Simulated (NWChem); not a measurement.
System: AlNH4; SMILES [NH2][AlH2]

Here is an NWChem input.

```
start job
memory heap 200 mb stack 900 mb global 1100 mb
geometry units angstroms noautosym nocenter noautoz
  Al     0.000000    -0.000000     0.673915
  H     -0.577135    -1.280945     1.410904
  H      0.577135     1.280945     1.410904
  N      0.000000    -0.000000    -1.107075
  H      0.341571     0.758106    -1.685463
  H     -0.341572    -0.758106    -1.685463
end
basis spherical
  * library 6-31g*
end
dft
  xc xcamb88 1.00 lyp 0.81 vwn_5 0.19 hfexch 1.00
  cam 0.33 cam_alpha 0.19 cam_beta 0.46
  iterations 150
end
property
  efieldgrad
end
task dft property
```

Structure relaxed at the B3LYP/6-31G* (spherical d) level.

Vzz is the largest principal value of the second derivative of the potential at the nucleus (NWChem prints the opposite sign); η is the asymmetry. Non-relativistic.

Atoms are numbered as in the input.

Task: Give the results of this calculation. (CAM-B3LYP/6-31G* (spherical d).) Quantities: Vzz Al1 (a.u.); η Al1; Vzz N4 (a.u.); η N4.

Result: 
| Quantity | Value |
|---|---|
| Vzz Al1 (a.u.) | 0.934 |
| η Al1 | 0.09 |
| Vzz N4 (a.u.) | -0.671 |
| η N4 | 0.68 |
